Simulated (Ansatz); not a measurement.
`[NH2][Sn][N]([SiH3])[SiH3]` and `[SiH3][N]([SiH3])[GeH]` differ in one atom or group.

Ansatz, PBE0-D4/def2-TZVP geometries, multiplicity 1. Each molecule was computed in one conformer, which needn't be the lowest.

Elements past krypton have def2 core potentials. Scalar relativity is left out up to krypton.

```json
{"property": "LUMO energy (ωB97M-V/def2-TZVPP) / eV", "`[NH2][Sn][N]([SiH3])[SiH3]`": "-0.15"}
{"property": "HOMO energy (PBE0/def2-TZVPP) / eV", "`[NH2][Sn][N]([SiH3])[SiH3]`": "-7.19"}
{"property": "HOMO energy (PBE/def2-TZVPP) / eV", "`[NH2][Sn][N]([SiH3])[SiH3]`": "-5.96"}
{"property": "HOMO–LUMO gap (ωB97M-V/def2-TZVPP) / eV", "`[NH2][Sn][N]([SiH3])[SiH3]`": "9.23"}
{"property": "size of the dipole moment (PBE/def2-TZVPP) / D", "`[NH2][Sn][N]([SiH3])[SiH3]`": "1.99"}
{"property": "HOMO energy (ωB97M-V/def2-TZVPP) / eV", "`[NH2][Sn][N]([SiH3])[SiH3]`": "-9.38"}
```

What does the change do to each property? (An estimate is asked.)

Ansatz gave: 
| property | `[SiH3][N]([SiH3])[GeH]` | shift |
| --- | --- | --- |
| LUMO energy (ωB97M-V/def2-TZVPP) / eV | -0.44 | -0.29 |
| HOMO energy (PBE0/def2-TZVPP) / eV | -6.91 | 0.28 |
| HOMO energy (PBE/def2-TZVPP) / eV | -5.85 | 0.11 |
| HOMO–LUMO gap (ωB97M-V/def2-TZVPP) / eV | 8.61 | -0.62 |
| size of the dipole moment (PBE/def2-TZVPP) / D | 0.21 | -1.78 |
| HOMO energy (ωB97M-V/def2-TZVPP) / eV | -9.05 | 0.33 |

With PBE0 the HOMO rises by 0.28 eV and the LUMO falls by 0.56 eV, so the gap narrows by about 0.84 eV. PBE moves the HOMO by 0.11 eV and ωB97M-V by 0.33 eV. Dipoles are sizes alone; their direction can turn.
